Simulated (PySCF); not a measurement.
Ligand exchange on a metal centre used in film growth or etching (Hf Br-H). All species are isolated molecules in the gas phase.

The numbers are results of PySCF with PBE-D3(BJ)/def2-TZVP // TPSS-D3(BJ)/def2-SVP, not measurements. All candidates: neutral, multiplicity 1. 

| Quantity | Value |
|---|---|
| HOMO–LUMO gap | 4.45 eV |
| dipole moment | 0.00 D |
| LUMO | -3.21 eV |

Question: Identify which member has these values.
(A) [Hf(Br)3(H)]
(B) [Hf(Br)2(H)2]
(C) [Hf(Br)4]
(D) [Hf(Br)(H)3]

Answer: C, [Hf(Br)4]. The others give [Hf(Br)2(H)2]: 4.05 eV, 0.06 D, -3.33 eV; [Hf(Br)3(H)]: 4.45 eV, 0.37 D, -3.24 eV; [Hf(Br)(H)3]: 4.07 eV, 0.31 D, -3.19 eV
